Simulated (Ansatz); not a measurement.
A set of 12 reactions (atomization), with CCSD(T)/CBS values in kJ/mol:

```csv
reaction,ΔE
`N=C([SiH3])S` → C• + 5 H• + N• + S• + Si•,2980.3
`N[Si@H](F)O[Si@@H](N)O` → F• + 7 H• + 2 N• + 2 O• + 2 Si•,5502.5
`N[Si]1(F)C=N1` → C• + F• + 3 H• + 2 N• + Si•,3170.9
`FB(F)S` → B• + 2 F• + H• + S•,2060.4
`[OH][Ga]([SH])[O][SiH3]` → Ga• + 5 H• + 2 O• + S• + Si•,3331.0
`BO[CH2][GeH3]` → B• + C• + Ge• + 7 H• + O•,3747.6
`ClB1NCO1` → B• + C• + Cl• + 3 H• + N• + O•,3269.8
`CC#[N+][Al-]([F])([F])[F]` → Al• + 2 C• + 3 F• + 3 H• + N•,4501.2
`N#CC1=CCCC1` → 6 C• + 7 H• + N•,6350.5
`[CH3][Sn]([F])[SH]`• → C• + F• + 4 H• + S• + Sn•,2582.8
`BC(=C)S` → B• + 2 C• + 5 H• + S•,3336.5
`FCC1CO1` → 3 C• + F• + 5 H• + O•,3993.2
```

Calculated with Ansatz (gas phase, PBE0-D4/def2-TZVP geometries, no zero-point term in ΔE). CBS: MP2 limit from def2 TZ/QZ plus the TZ coupled-cluster correction, frozen cores. Small cases extrapolate CCSD(T) itself. Functionals use def2-TZVPP. B3LYP here is the variant with VWN-RPA as its local correlation; programs differ in this. Open shells (•) are unrestricted, without spin–orbit coupling. Spin–orbit coupling would lower the free atoms: a little for Al, B, C, Cl, F, O, S, Si; clearly for Ga, Ge; strongly for Sn. Elements past krypton have def2 core potentials. For Ga, Ge, Sn outer-core shells are correlated without core-valence functions, so the limit isn't a true one: a few kJ/mol of doubt a bond, and 10 to 20 or more in all where bonds break to atoms. Scalar relativity is left out up to krypton. One conformer a species, not always the lowest.

Give the mean, mean absolute and largest difference (level minus CCSD(T)/CBS, kJ/mol) for: r2SCAN-D4, B3LYP-D4, ωB97X-V, ωB97M-V, PBE, r2SCAN, PBE0, HF/def2-TZVPP, MP2/def2-TZVPP, CCSD/def2-TZVPP, HF/def2-QZVPP, SCS-MP2/def2-QZVPP, HF/CBS(def2), MP2/CBS(def2). (An estimate is asked.)

The calculation gave: 
```json
{"level": "r2SCAN-D4", "mean": "7.0", "mean absolute": "22.4", "largest": "-48.3"}
{"level": "B3LYP-D4", "mean": "-8.2", "mean absolute": "20.5", "largest": "-64.2"}
{"level": "ωB97X-V", "mean": "9.1", "mean absolute": "15.7", "largest": "28.2"}
{"level": "ωB97M-V", "mean": "10.0", "mean absolute": "20.0", "largest": "38.7"}
{"level": "PBE", "mean": "64.0", "mean absolute": "75.1", "largest": "213.3"}
{"level": "r2SCAN", "mean": "2.2", "mean absolute": "21.5", "largest": "-56.9"}
{"level": "PBE0", "mean": "-19.5", "mean absolute": "47.2", "largest": "-128.6"}
{"level": "HF/def2-TZVPP", "mean": "-1066.7", "mean absolute": "1066.7", "largest": "-1725.6"}
{"level": "MP2/def2-TZVPP", "mean": "-16.6", "mean absolute": "33.5", "largest": "-66.3"}
{"level": "CCSD/def2-TZVPP", "mean": "-169.8", "mean absolute": "169.8", "largest": "-268.9"}
{"level": "HF/def2-QZVPP", "mean": "-1059.0", "mean absolute": "1059.0", "largest": "-1720.0"}
{"level": "SCS-MP2/def2-QZVPP", "mean": "25.3", "mean absolute": "28.9", "largest": "60.5"}
{"level": "HF/CBS(def2)", "mean": "-1057.9", "mean absolute": "1057.9", "largest": "-1719.1"}
{"level": "MP2/CBS(def2)", "mean": "89.2", "mean absolute": "89.2", "largest": "172.2"}
```

The largest T1 diagnostic in the set is 0.018, for Al• (customary mark 0.045).

CCSD(T)/CBS is a level of theory with its own doubt, and the functionals carry their triple-zeta basis error, so these figures describe this set and don't rank the functionals.
